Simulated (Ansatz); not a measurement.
Stepwise reaction of `N#C[Si](Cl)(Cl)C#N` with hydrogen chloride, as a gas-phase model of exchange steps in deposition or etching. ΔE in kJ/mol; ΔG adds harmonic PBE0-D4 terms to CCSD(T)/CBS, at 1 bar.

Isolated molecules relaxed with PBE0-D4/def2-TZVP in Ansatz; ΔE leaves out vibrations. CCSD(T)/CBS adds triple-zeta CCSD(T) − MP2 to the extrapolated MP2 energy (def2 sets, frozen cores). This one scheme is used for every species. DFT in def2-TZVPP. B3LYP here is the variant with VWN-RPA as its local correlation; programs differ in this.

```tsv
step	reaction	PBE-D4	B3LYP-D4	ωB97M-V	CCSD(T)/CBS	ΔG(500 K)
1	`N#C[Si](Cl)(Cl)C#N` + HCl → `N#C[Si](Cl)(Cl)Cl` + `C#N`	-71.5	-72.0	-75.6	-72.9	-64.7
```

Q: Give the row of step 2, `N#C[Si](Cl)(Cl)Cl` + HCl → `Cl[Si](Cl)(Cl)Cl` + `C#N`. (Estimate.)

A: Ansatz gave: 
| step | reaction | PBE-D4 | B3LYP-D4 | ωB97M-V | CCSD(T)/CBS | ΔG(500 K) |
| --- | --- | --- | --- | --- | --- | --- |
| 2 | `N#C[Si](Cl)(Cl)Cl` + HCl → `Cl[Si](Cl)(Cl)Cl` + `C#N` | -65.4 | -66.0 | -69.9 | -67.4 | -55.4 |

Q: By hand: ΔE of the 2 steps together at CCSD(T)/CBS.

A: (-72.9) + (-67.4) = -140.3 kJ/mol, or -70.2 kJ/mol a step.

In ΔE each step is higher than the one before. All are downhill at CCSD(T)/CBS. ΔG lies between -64.7 and -55.4 kJ/mol a step. PBE-D4 differs from CCSD(T)/CBS by 1.4 to 2.0 kJ/mol a step. Isolated molecules leave out the surface, adducts and barriers. Largest T1 diagnostic: 0.014.
